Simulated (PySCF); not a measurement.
## Structure from 2D NMR

Compound of formula C3H10OSi4. Correlations simulated from computed shifts and the bond graph:

HSQC (one-bond C–H):
```
   δH     δC
12.95  258.3
 7.07  139.8
 6.90  149.6
 6.34  149.6
```

COSY cross peaks (H two or three bonds apart, from the bond graph; peaks can be absent where the dihedral angle is near 90°):
```
  δH    δH
7.07  6.90
7.07  6.34
6.90  6.34
4.27  4.25
4.27  4.24
4.27  4.21
4.25  4.24
4.25  4.21
4.24  4.21
```

HMBC (two and three bonds, from the bond graph):
```
   δH            δC
12.95         139.8
 7.07  258.3, 149.6
 6.90         139.8
 6.34         139.8
 4.27  258.3, 139.8
 4.21  258.3, 139.8
```

[PySCF: shieldings: GIAO PBE0/pcSseg-1; GFN2-xTB structure; isolated molecule; one computed conformer; one averaged value for each set of equivalent atoms; non-relativistic Hamiltonian]

References, each an isolated molecule treated in the same way: TMS for ¹H and ¹³C.

Exchangeable hydrogens are left out of these lists.

Q: Which molecule is this?

A: `[Si]1(C=C)(C=O)[SiH2][SiH2][SiH2]1`.

Atom-mapped SMILES (the numbers label the heavy atoms): `[CH2:1]=[CH:2][Si:3]1([CH:4]=[O:5])[SiH2:6][SiH2:7][SiH2:8]1`. Hydrogens are named by the atom that carries them. Ha(C1) is cis to Si3; Hb(C1) is trans to Si3.

δC 258.3 is C4, a carbonyl carbon (δH 12.95). δC 149.6 is C1, a terminal =CH2 carbon (δH 6.34, 6.90). δC 139.8 is C2, an alkene CH (δH 7.07). COSY links 7.07–6.90, 7.07–6.34, 6.90–6.34, 4.27–4.25, 4.27–4.24, 4.27–4.21.

The data come from this structure; uniqueness wasn't tested.

Shifts are as computed. Against solution values, carbons near 30 ppm lie about +3 ppm off and those near 130 ppm about +5 ppm. Of 1211 compounds with measured shifts, 218 miss one by over three times the rms of a fit or turn the order of signals round; such compounds aren't used in these exercises.
